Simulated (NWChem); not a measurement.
All runs are NWChem calculations. System: AsF3, charge 1, spin multiplicity 2, at the geometry of a parent with another charge or spin, in a state set for the comparison that need not be this species' ground state. Its SCF solution wasn't tested for a lower state. Level: UBLYP/def2-TZVP.

The NWChem input:

```
start mol
memory heap 200 mb stack 900 mb global 1100 mb
charge 1
geometry units angstroms nocenter noautoz
  F      0.738925    -0.489175     1.281763
  As     0.000896     0.398876     0.000000
  F      0.738925    -0.489175    -1.281763
  F     -1.481134    -0.484194     0.000000
  symmetry group Cs
end
basis spherical
  * library def2-tzvp
end
dft
  xc becke88 lyp
  odft
  mult 2
  semidirect memsize 60000000 filesize 0
  iterations 100
end
task dft energy
```

Output (cleaned and shortened):

```
             Northwest Computational Chemistry Package (NWChem) 7.3.0
             --------------------------------------------------------

                                NWChem Input Module
                                -------------------

 Scaling coordinates for geometry "geometry" by  1.889725989
 (inverse scale =  0.529177249)

 Turning off AUTOSYM since
 SYMMETRY directive was detected!

                             Geometry "geometry" -> ""
                             -------------------------

 Output coordinates in angstroms (scale by  1.889725989 to convert to a.u.)

  No.       Tag          Charge          X              Y              Z
 ---- ---------------- ---------- -------------- -------------- --------------
    1 F                    9.0000     0.73892500    -0.48917500     1.28176300
    2 As                  33.0000     0.00089600     0.39887600     0.00000000
    3 F                    9.0000     0.73892500    -0.48917500    -1.28176300
    4 F                    9.0000    -1.48113400    -0.48419400     0.00000000

 Effective nuclear repulsion energy (a.u.)     323.4651667098

            Nuclear Dipole moment (a.u.)
            ----------------------------
        X                 Y               Z
 ---------------- ---------------- ----------------
     0.0000226767     0.0000226767     0.0000000000

      Symmetry information
      --------------------

 Group name             Cs
 Group number              2
 Group order               2
 No. of unique centers     3

      Symmetry unique atoms

     1    2    4


 Summary of "ao basis" -> "" (spherical)
 ------------------------------------------------------------------------------
       Tag                 Description            Shells   Functions and Types
 ---------------- ------------------------------  ------  ---------------------
 *                         def2-tzvp                  on all atoms

                                 NWChem DFT Module
                                 -----------------

 Summary of "ao basis" -> "ao basis" (spherical)
 ------------------------------------------------------------------------------
       Tag                 Description            Shells   Functions and Types
 ---------------- ------------------------------  ------  ---------------------
 F                         def2-tzvp                11       31   5s3p2d1f
 As                        def2-tzvp                16       48   6s5p4d1f

 Summary of "ao basis" -> "ao basis" (spherical)
 ------------------------------------------------------------------------------
       Tag                 Description            Shells   Functions and Types
 ---------------- ------------------------------  ------  ---------------------
 F                         def2-tzvp                11       31   5s3p2d1f
 As                        def2-tzvp                16       48   6s5p4d1f

      Symmetry analysis of basis
      --------------------------

        a'         84
        a"         57

            General Information
            -------------------
          SCF calculation type: DFT
          Wavefunction type:  spin polarized.
          No. of atoms     :     4
          No. of electrons :    59
           Alpha electrons :    30
            Beta electrons :    29
          Charge           :     1
          Spin multiplicity:     2
          Use of symmetry is: on ; symmetry adaption is: on
          Maximum number of iterations: 100
          AO basis - number of functions:   141
[...]
    86     -0.230168  3 F  py               117     -0.229937  4 F  py
    10     -0.182810  1 F  py                89     -0.182810  3 F  py
   120     -0.182625  4 F  py                42     -0.179429  2 As py

 Vector   31  Occ=0.000000D+00  E=-3.390447D-01  Symmetry=a'
              MO Center=  6.8D-02,  5.1D-01, -1.8D-09, r^2= 2.3D+00
   Bfn.  Coefficient  Atom+Function         Bfn.  Coefficient  Atom+Function
  ----- ------------  ---------------      ----- ------------  ---------------
    47      0.566383  2 As px                50      0.550396  2 As px
    41     -0.297944  2 As px               117      0.167333  4 F  py
    68      0.158963  2 As d -2             120      0.140232  4 F  py
   115      0.114831  4 F  s                123      0.110264  4 F  py
   114      0.105972  4 F  s                116      0.104517  4 F  px

 Vector   32  Occ=0.000000D+00  E=-3.390446D-01  Symmetry=a"
              MO Center= -6.5D-02,  5.1D-01,  1.8D-09, r^2= 2.3D+00
   Bfn.  Coefficient  Atom+Function         Bfn.  Coefficient  Atom+Function
  ----- ------------  ---------------      ----- ------------  ---------------
    49      0.566391  2 As pz                52      0.550394  2 As pz
    43     -0.297946  2 As pz                69      0.159327  2 As d -1
     7     -0.145343  1 F  py                86      0.145343  3 F  py
   118     -0.131127  4 F  pz                10     -0.121810  1 F  py
    89      0.121810  3 F  py                46      0.102119  2 As pz

   alpha - beta orbital overlaps
   -----------------------------

   alpha      1      2      3      4      5      6      7      8      9     10
    beta      1      2      5      3      4      6      7      8      9     10
 overlap   1.000  1.000  1.000  1.000  1.000  1.000  0.999  0.999  1.000  1.000

   alpha     11     12     13     14     15     16     17     18     19     20
    beta     11     12     13     14     15     16     17     18     19     20
 overlap   1.000  1.000  0.962  0.962  0.962  0.962  1.000  1.000  1.000  1.000

   alpha     21     22     23     24     25     26     27     28     29     30
    beta     21     22     23     24     25     26     27     28     29     30
 overlap   0.998  0.993  0.993  0.998  0.986  0.986  0.991  0.991  1.000  0.999

   alpha     31     32     33     34     35     36     37     38     39     40
    beta     31     32     33     34     37     35     36     38     39     40
 overlap   0.999  0.999  0.999  0.834  0.834  0.999  0.999  0.998  0.998  0.997

   alpha     41     42     43     44     45     46     47     48     49     50
    beta     41     42     43     44     45     46     47     49     48     50
 overlap   1.000  1.000  1.000  0.998  0.998  0.998  0.998  1.000  1.000  1.000

   alpha     51     52     53     54     55     56     57     58     59     60
    beta     51     52     53     54     55     56     57     58     59     60
 overlap   1.000  1.000  1.000  0.992  0.998  0.998  0.992  0.998  0.998  1.000

   alpha     61     62     63     64     65     66     67     68     69     70
    beta     61     62     63     64     65     66     67     68     69     70
 overlap   1.000  0.997  0.997  0.999  0.999  0.999  1.000  1.000  1.000  1.000

   alpha     71     72     73     74     75     76     77     78     79     80
    beta     71     72     73     74     75     76     77     78     79     80
 overlap   1.000  0.999  0.998  1.000  1.000  1.000  1.000  1.000  1.000  1.000

   alpha     81     82     83     84     85     86     87     88     89     90
    beta     82     81     83     84     87     86     85     88     89     90
 overlap   1.000  1.000  1.000  1.000  1.000  1.000  1.000  0.999  0.999  1.000

   alpha     91     92     93     94     95     96     97     98     99    100
    beta     91     92     93     94     95     96     97     98     99    100
 overlap   0.999  0.999  0.999  1.000  1.000  0.999  1.000  1.000  1.000  1.000

   alpha    101    102    103    104    105    106    107    108    109    110
    beta    101    102    103    104    105    106    107    109    110    113
 overlap   1.000  1.000  0.981  0.959  0.959  0.939  0.939  0.694  0.688  0.961

   alpha    111    112    113    114    115    116    117    118    119    120
    beta    108    111    112    114    115    116    117    118    119    120
 overlap   0.982  0.720  0.726  0.980  0.980  0.938  0.999  0.977  0.997  0.997

   alpha    121    122    123    124    125    126    127    128    129    130
    beta    121    122    123    124    125    126    127    128    129    130
 overlap   0.999  0.999  1.000  0.998  0.998  0.998  0.999  0.999  0.999  0.998

   alpha    131    132    133    134    135    136    137    138    139    140
    beta    131    132    133    134    135    136    137    138    139    140
 overlap   0.998  0.998  0.999  0.999  0.999  1.000  1.000  1.000  1.000  1.000

   alpha    141
    beta    141
 overlap   1.000

     --------------------------
     Expectation value of S2:
     --------------------------
      <S2> =      0.7524 (Exact =     0.7500)

 center of mass
 --------------
 x =   0.00006789 y =   0.03006032 z =   0.00000000

 moments of inertia (a.u.)
 ------------------
         313.749286205849           0.296184718757           0.000000000000
           0.296184718757         445.847931635240           0.000000000000
           0.000000000000           0.000000000000         313.745800210605

     Multipole analysis of the density
     ---------------------------------

     L   x y z        total         alpha         beta         nuclear
     -   - - -        -----         -----         ----         -------
     0   0 0 0      1.000000    -30.000000    -29.000000     60.000000

     1   1 0 0      0.002466      0.000901      0.001542      0.000023
     1   0 1 0      1.189893      0.432310      0.757560      0.000023
     1   0 0 1      0.000000     -0.000000      0.000000      0.000000

     2   2 0 0    -20.700854    -64.595166    -61.709311    105.603623
     2   1 1 0      0.004685      0.073334      0.074714     -0.143363
     2   1 0 1      0.000000     -0.000000      0.000000      0.000000
     2   0 2 0    -18.702873    -31.894396    -28.474305     41.665828
     2   0 1 1     -0.000000      0.000000     -0.000000      0.000000
     2   0 0 2    -20.701386    -64.596112    -61.710555    105.605281

 Task  times  cpu:       12.6s     wall:       12.6s

 Total times  cpu:       12.6s     wall:       12.6s
```
